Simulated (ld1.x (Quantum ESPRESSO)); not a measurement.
Zn, PAW: configuration errors across variants

```
Element                 : Zn
Generator               : ld1.x (Quantum ESPRESSO) 7.5
Type                    : PAW
Functional              : LDA (PZ)
Relativity              : scalar-relativistic
Frozen core             : [Ne]
Valence charge          : 20
Reference configuration : 3s2 3p6 3d10 4s0 4p0 (charge +2)
Partial waves           : 3s (bound): rcut 0.95, rcutus 1.30 bohr; 4s (bound, empty): rcut 0.95, rcutus 1.30 bohr; 3p (bound): rcut 1.00, rcutus 1.15 bohr; 4p (bound, empty): rcut 1.00, rcutus 1.15 bohr; 3d (bound): rcut 0.85, rcutus 0.95 bohr; 3d channel at -0.5 Ry: rcut 0.85, rcutus 0.95 bohr
Local potential         : all-electron potential smoothed inside 0.75 bohr (lloc = -1)
Core correction         : Bessel-smoothed model core inside 0.50 bohr
Augmentation charge     : PSQ, inside the norm-conserving radii
```

All-electron excitation energies from the reference (eV): (1) 3s2 3p6 3d10 4s2 4p0 -28.959; (2) 3s2 3p6 3d10 4s1 4p0 -18.769; (3) 3s2 3p6 3d9 4s0 4p0 40.891; (4) 3s2 3p6 3d9 4s2 4p0 -10.753; (5) 3s2 3p6 3d10 4s1.5 4p0 -24.881; (6) 3s2 3p6 3d10 4s1 4p1 -23.775; (7) 3s1 3p6 3d10 4s2 4p0 108.510; (8) 3s2 3p6 3d10 4s1 4p0 spin -19.017; (9) 3s2 3p6 3d9 4s0 4p0 spin 40.619.

Spin tests fill each open shell by Hund’s rule, majority spin first.

The overlap operator is not positive definite (basis up to 400 Ry) in “base”, “waves 3d (bound): rcut 0.62, rcutus 0.66 bohr; 3d channel at -0.5 Ry: rcut 0.62, rcutus 0.66 bohr”, “waves 3d (bound): rcut 0.78, rcutus 0.82 bohr; 3d channel at -0.5 Ry: rcut 0.78, rcutus 0.82 bohr”, “waves 3d (bound): rcut 0.85, rcutus 0.96 bohr; 3d channel at -0.5 Ry: rcut 0.85, rcutus 0.96 bohr”, “waves 3d (bound): rcut 0.85, rcutus 1.06 bohr; 3d channel at -0.5 Ry: rcut 0.85, rcutus 1.06 bohr”, “waves 3d (bound): rcut 0.85, rcutus 1.28 bohr; 3d channel at -0.5 Ry: rcut 0.85, rcutus 1.28 bohr”. Such files are unfit for use, however small their errors in these radial tests.

Errors AE − PS in meV (a dash: test not solved or not reliable):

| change | (1) | (2) | (3) | (4) | (5) | (6) | (7) | (8) | (9) | bound ghosts |
| --- | --- | --- | --- | --- | --- | --- | --- | --- | --- | --- |
| base | +4.5 | +2.2 | +9.5 | +21 | +3.4 | +3.3 | +4.1 | +2.3 | +9.1 | not determined (overlap not positive) |
| waves 3d (bound): rcut 0.62, rcutus 0.66 bohr; 3d channel at -0.5 Ry: rcut 0.62, rcutus 0.66 bohr | +4.7 | +2.4 | +9.1 | +19 | +3.6 | +3.4 | -7.5 | +2.4 | +8.6 | not determined (overlap not positive) |
| waves 3d (bound): rcut 0.78, rcutus 0.82 bohr; 3d channel at -0.5 Ry: rcut 0.78, rcutus 0.82 bohr | +4.9 | +2.4 | +9.0 | +18 | +3.6 | +3.4 | -6.6 | +2.5 | +8.6 | not determined (overlap not positive) |
| waves 3d (bound): rcut 0.85, rcutus 0.96 bohr; 3d channel at -0.5 Ry: rcut 0.85, rcutus 0.96 bohr | +4.5 | +2.2 | +9.5 | +21 | +3.4 | +3.3 | +4.1 | +2.3 | +9.1 | not determined (overlap not positive) |
| waves 3d (bound): rcut 0.85, rcutus 1.06 bohr; 3d channel at -0.5 Ry: rcut 0.85, rcutus 1.06 bohr | +4.4 | +2.2 | +8.5 | +19 | +3.4 | +3.2 | -7.9 | +2.3 | +8.1 | not determined (overlap not positive) |
| waves 3d (bound): rcut 0.85, rcutus 1.28 bohr; 3d channel at -0.5 Ry: rcut 0.85, rcutus 1.28 bohr | +3.8 | +2.0 | +6.6 | +14 | +2.9 | +3.0 | -13 | +2.1 | +6.1 | not determined (overlap not positive) |

(1) Give the same row for: waves 3d (bound): rcut 0.85, rcutus 1.38 bohr; 3d channel at -0.5 Ry: rcut 0.85, rcutus 1.38 bohr.

## Answers

(1) +3.1, +1.8, +3.8, –, –, –, –, –, –; bound ghosts: not determined (overlap not positive). Its overlap operator is not positive definite in a basis up to 400 Ry (lowest eigenvalue s -0.06, p -0.52), so the file is unfit for use: the generalised eigenproblem breaks down once the basis is large enough, and its test numbers describe a broken file.
